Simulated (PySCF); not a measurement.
Calculation: PySCF with B3LYP-D3(BJ)/def2-TZVP // BP86-D3(BJ)/def2-SVP. Isolated molecules, 0 K electronic values unless said otherwise. One relaxed conformer stands for a flexible species; it need not be the lowest. B3LYP has the VWN-RPA correlation part, as in Gaussian. 

Reference species: [Zn(OH)2] (neutral, multiplicity 1).

```yaml
HOMO–LUMO gap: 6.64 eV
HOMO: -8.16 eV
```

Changed species: [Zn(OH)(Br)] (1 of 2 OH replaced by Br; the reference has 0 of 2 OH replaced by Br).

Task: Predict the effect on the HOMO–LUMO gap and HOMO.

Result: the HOMO–LUMO gap falls by 0.38 eV, to 6.26 eV; the HOMO rises by 0.03 eV, to -8.13 eV.
